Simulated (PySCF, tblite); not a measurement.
C3H12ClPSi2.
Atom-mapped SMILES: `[CH3:1][CH:2]([CH3:3])[SiH2:4][PH:5][SiH2:6][Cl:7]` (hydrogens: H8, H9, H10 on C1; H11 on C2; H12, H13, H14 on C3; H15, H16 on Si4; H17 on P5; H18, H19 on Si6)

Geometry (GFN2-xTB, Å), atoms numbered from 1 in this order:
```xyz
19
C3H12ClPSi2 angstrom
C     -2.120    1.282   -0.186
C     -0.948    0.405    0.242
C     -1.442   -0.797    1.043
Si     0.083   -0.161   -1.262
P      1.675   -1.562   -0.526
Si     2.995   -0.216    0.667
Cl     2.154    0.020    2.481
H     -2.686    1.615    0.683
H     -2.793    0.729   -0.838
H     -1.772    2.160   -0.725
H     -0.307    1.003    0.901
H     -2.128   -1.398    0.449
H     -0.606   -1.428    1.344
H     -1.963   -0.472    1.943
H      0.635    1.009   -1.966
H     -0.723   -0.940   -2.210
H      2.448   -1.477   -1.665
H      4.282   -0.885    0.842
H      3.205    1.125    0.114
```

Method used: PBE0/pcSseg-1 in PySCF (dipole) on a GFN2-xTB geometry, gas phase.

Masses are those of the commonest isotopes; rigid-rotor values at the optimised geometry. The values belong to one conformer with, in the numbering `[CH3:1][CH:2]([CH3:3])[SiH2:4][PH:5][SiH2:6][Cl:7]`, C1–C2–Si4–P5 -176°, C2–Si4–P5–Si6 -68°, Si4–P5–Si6–Cl7 81°.

(1) What are A, B and C (MHz)?

(2) What kind of rotor is it?

(3) What does the inertial defect say?

(4) Which types of transition are allowed, and where do some lines up to J = 2 fall?

(5) Estimate the classical rotational partition function at 50 K, 100 K and 298.15 K.

## Answers

(1) Ia = 332.43, Ib = 655.04, Ic = 836.51 u·Å²; 505379 MHz·u·Å²/I gives A = 1520, B = 771.5, C = 604.2 MHz.

(2) An asymmetric top: κ = (2 × 771.5 − 1520 − 604.2)/(1520 − 604.2) = -0.63.

(3) Not planar: Δ = Ic − Ia − Ib = -150.97 u·Å². For a rigid frame Δ = −2 Σ m c², so Σ m c² = 75.48 u·Å² lies off the ab plane: 20.56 from hydrogen and 54.92 from heavier atoms. The atom farthest from that plane is 1.99 Å away.

(4) The dipole components are |μa| = 0.72 D, |μb| = 0.70 D, |μc| = 1.21 D. The squared components, which scale the intensities, stand as 0.35 : 0.34 : 1.00 (a : b : c). Some lines, for components of 0.1 D or more:

| type | branch | J(Ka,Kc) | MHz | lower level (cm⁻¹) |
| --- | --- | --- | --- | --- |
| a | Q | 2(1,1) ← 2(1,2) | 502 | 0.157 |
| c | Q | 2(1,2) ← 2(0,2) | 606 | 0.137 |
| c | Q | 1(1,1) ← 1(0,1) | 749 | 0.046 |
| b | Q | 2(1,1) ← 2(0,2) | 1109 | 0.137 |
| b | R | 2(0,2) ← 1(1,1) | 1978 | 0.071 |
| b | R | 1(1,1) ← 0(0,0) | 2124 | 0.000 |
| c | R | 1(1,0) ← 0(0,0) | 2292 | 0.000 |
| a | R | 2(1,2) ← 1(1,1) | 2584 | 0.071 |
| a | R | 2(0,2) ← 1(0,1) | 2726 | 0.046 |
| b | R | 2(1,2) ← 1(0,1) | 3333 | 0.046 |
| b | R | 2(2,1) ← 1(1,0) | 5165 | 0.076 |
| c | R | 2(2,1) ← 1(1,1) | 5332 | 0.071 |
| b | R | 2(2,0) ← 1(1,1) | 5357 | 0.071 |

(5) Point group C1, symmetry number σ = 1; q = (√π/σ)·√((kT/h)³/(ABC)), k/h = 20836.6 MHz/K: 70800 at 50 K, 200000 at 100 K, 1030000 at 298.15 K.

Its GFN2-xTB frequencies are all real (lowest 24 cm⁻¹). These are rigid-rotor constants of the computed structure; measured ground-state constants (B0) also hold zero-point vibration. A rigid rotor knows nothing of internal rotation, which can split or shift real lines. Quadrupole hyperfine structure (35Cl) is left out.
